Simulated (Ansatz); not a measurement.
Basis-set extrapolation for C₃H₈SSi (`C[SiH2]C(C)=S`) (PBE0-D4/def2-TZVP geometry, frozen core, the Gaussian-basis code of Ansatz). Multiplicity 1, RHF reference.

|  | def2-TZVPP | def2-QZVPP |
| --- | --- | --- |
| HF | -804.780008 | -804.805742 |
| MP2 correlation | -0.809787 | -0.866268 |
| CCSD(T) correlation | -0.909622 | not run |

Energies in hartree. Use E(X) = E(∞) + A·exp(−7.88·√X) for Hartree–Fock and E(X) = E(∞) + B·X^(−2.97) for correlation, with X = 3 and 4, and add CCSD(T) minus MP2 of the smaller set to the MP2 limit.

What is the CCSD(T) energy at the basis-set limit?

HF limit: -804.805742 + (-0.025734) × 0.13774 = -804.80929. MP2 limit: -0.866268 + (-0.056481) × 0.74074 = -0.90811. Higher-order term: -0.909622 − (-0.809787) = -0.09984. Total: -805.81724 hartree, 80.1 kcal/mol below CCSD(T)/def2-TZVPP.
